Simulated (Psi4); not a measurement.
Intermolecular potential of H2 ··· Na+ (SMILES [H][H] and [Na+]) (charge +1). Monomers: optimised at B3LYP-D3(BJ) (def2-TZVP), held rigid. Orientation: lowest of the rigid-body minima from ten starts at GFN2-xTB. R is the distance of the centres of mass, along which the second monomer moves.

Methods: SAPT0/jun-cc-pVDZ, all electrons correlated (Psi4); PBE/def2-TZVP, counterpoise-corrected (Psi4); wB97X-D/def2-TZVP, counterpoise-corrected (Psi4); MP2/aug-cc-pVTZ = DF-MP2/aug-cc-pVTZ, all electrons correlated, counterpoise-corrected (Psi4); CCSD(T)/aug-cc-pVDZ = DF-CCSD(T)/aug-cc-pVDZ, all electrons correlated, counterpoise-corrected run with Psi4.

Cost and agreement with CCSD(T)/aug-cc-pVDZ over the 9 points of the scan, with CCSD(T)/aug-cc-pVDZ as yardstick. Costs are rough ratios of core time within Psi4 on shared cores, each with its mean field (Kohn-Sham runs search longer for lower solutions than correlated ones do); the miss is the largest difference from CCSD(T) of the interaction energy, in kcal/mol.

Question: Which is the cheapest of these levels that stays within 0.36 kcal/mol of CCSD(T)/aug-cc-pVDZ?

Answer: SAPT0/jun-cc-pVDZ.

| level | relative cost | largest difference |
|---|---|---|
| SAPT0/jun-cc-pVDZ | 1 | 0.35 |
| PBE/def2-TZVP | 2 | 0.57 |
| wB97X-D/def2-TZVP | 2 | 0.37 |
| MP2/aug-cc-pVTZ | 2 | 0.16 |

Costs within a factor of two of each other count as equal.
